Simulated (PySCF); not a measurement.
Predicted microwave data (PBE0/def2-SVPD in PySCF (dipole) on a GFN2-xTB geometry, gas phase) for one isomer of C5H12Si2:

* Rotational constants: A = 3359, B = 1098, C = 1029 MHz
* Dipole components: |μa| = 0.34 D, |μb| = 0.25 D, |μc| = 0.01 D
* Inertial defect: -119.44 u·Å²
* κ: -0.94

Task: Which structure is it? (One computed conformer of each.)
A. `[CH2:1]=[CH:2][CH2:3][CH:4]1[SiH2:5][CH2:6][SiH2:7]1` with C1–C2–C3–C4 114°, C2–C3–C4–Si5 -68°
B. `[CH2:1]=[CH:2][Si@@H:3]1[CH2:4][SiH2:5][C@@H:6]1[CH3:7]` with C1–C2–Si3–C4 34°, C2–Si3–C4–Si5 -103°, Si3–C4–Si5–C6 -10°, C4–Si5–C6–C7 132°, C2–Si3–C6–Si5 105°
C. `[CH3:1][C:2]#[C:3][SiH2:4][CH2:5][CH2:6][SiH3:7]` with C3–Si4–C5–C6 -57°, Si4–C5–C6–Si7 180°
D. `[CH2:1]=[C:2]([CH3:3])[SiH:4]1[CH2:5][SiH2:6][CH2:7]1` with C1–C2–Si4–C5 135°, C2–Si4–C5–Si6 107°, Si4–C5–Si6–C7 7°, C5–Si6–C7–Si4 -7°, C2–Si4–C7–Si6 -108°
E. `[CH:1]#[C:2][CH2:3][Si:4]([CH3:5])([CH3:6])[SiH3:7]` with C2–C3–Si4–C5 -64°

Result: D. It is C=C(C)[SiH]1C[SiH2]C1, a near-prolate asymmetric top. The candidates at the same level (rigid rotor, commonest isotopes):

```json
{"SMILES": "C=C(C)[SiH]1C[SiH2]C1", "A (MHz)": "3359", "B (MHz)": "1098", "C (MHz)": "1029", "μa (D)": "0.34", "μb (D)": "0.25", "μc (D)": "0.01", "Δ (u·Å²)": "-119.44", "point group": "near Cs", "rotor": "near-prolate asymmetric top"}
{"SMILES": "C=CCC1[SiH2]C[SiH2]1", "A (MHz)": "3157", "B (MHz)": "1114", "C (MHz)": "892.2", "μa (D)": "0.22", "μb (D)": "0.13", "μc (D)": "0.21", "Δ (u·Å²)": "-47.27", "point group": "C1", "rotor": "asymmetric top"}
{"SMILES": "CC#C[SiH2]CC[SiH3]", "A (MHz)": "2424", "B (MHz)": "700.4", "C (MHz)": "563.9", "μa (D)": "1.00", "μb (D)": "0.96", "μc (D)": "0.02", "Δ (u·Å²)": "-33.92", "point group": "C1", "rotor": "asymmetric top"}
{"SMILES": "C=C[Si@@H]1C[SiH2][C@@H]1C", "A (MHz)": "2237", "B (MHz)": "1467", "C (MHz)": "1234", "μa (D)": "0.40", "μb (D)": "0.10", "μc (D)": "0.00", "Δ (u·Å²)": "-160.82", "point group": "C1", "rotor": "asymmetric top"}
{"SMILES": "C#CC[Si](C)(C)[SiH3]", "A (MHz)": "1831", "B (MHz)": "1268", "C (MHz)": "1004", "μa (D)": "0.75", "μb (D)": "1.09", "μc (D)": "0.07", "Δ (u·Å²)": "-171.14", "point group": "C1", "rotor": "asymmetric top"}
```

`C#CC[Si](C)(C)[SiH3]` has A 45 % too low; `C=CCC1[SiH2]C[SiH2]1` has C 13 % too low; `C=C[Si@@H]1C[SiH2][C@@H]1C` has B 34 % too high; `CC#C[SiH2]CC[SiH3]` has C 45 % too low. No structure here is proved a minimum.
